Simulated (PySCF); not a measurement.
Polarisability and C₆ of Cu⁻ (copper, charge -1)

[Ar] 3d10 4s2, closed-shell 1S. Computed with PySCF 2.14 in x2c-TZVPPall with one added diffuse shell each of s, p, d, f type (7s6p5d3f1g, 80 functions), with the spin-free X2C one-electron Hamiltonian (Gaussian nucleus). Coupled (time-dependent) response in atomic units; α is the mean over directions.

| method | mean α (bohr³) | C₆ (like pair) | S(−4) |
| --- | --- | --- | --- |
| UHF | 220.7 | 3858 | 21290 |

S(−4) is the Cauchy moment in α(ω) = α(0) + S(−4) ω² + …

α(iu) at UHF:

```csv
u (hartree),α(iu) (bohr³)
0,220.7
0.0500,178.1
0.100,114.3
0.200,49.56
0.300,27.09
0.500,12.38
0.750,6.844
1.00,4.591
1.50,2.650
2.00,1.790
3.00,1.019
5.00,0.4847
```

For an ion, C₆ is the dispersion term alone; charge-induced terms of lower order in 1/R come first.
